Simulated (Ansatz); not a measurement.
Wavefunction ladder for `O=C(S)N[SiH3]`

```xyz
10

O    -0.235   -1.562   -1.045
C     0.561   -0.689   -0.795
S     2.150   -0.709   -1.608
N     0.283    0.307    0.086
Si   -1.296    0.285    0.864
H     2.671    0.396   -1.051
H     0.975    1.013    0.266
H    -2.378    0.413   -0.136
H    -1.264    1.484    1.740
H    -1.467   -0.938    1.678
```

Charge 0, multiplicity 1. All single points use the PBE0-D4/def2-TZVP geometry. It is one conformer, not always the lowest. Frozen core, restricted reference, Ansatz. CBS rows extrapolate triple and quadruple zeta; past MP2 they add the triple-zeta difference.

| basis | HF (Eh) | MP2 corr. | CCSD corr. | (T) | CCSD(T) total |
| --- | --- | --- | --- | --- | --- |
| def2-TZVPP | -856.68751 | -0.89401 | ? | ? | ? |
| def2-QZVPP | -856.71592 | ? | – | – | – |
| CBS(def2) | -856.71984 | -1.01358 | ? | as TZ | ? |

**Question.** Fill in the withheld values. (Estimate.)

**Answer.** Ansatz gave: def2-TZVPP CCSD corr.: -0.93367; def2-TZVPP (T): -0.04172; def2-TZVPP CCSD(T) total: -857.66290; def2-QZVPP MP2 corr.: -0.96270; CBS(def2) CCSD corr.: -1.05323; CBS(def2) CCSD(T) total: -857.81479.
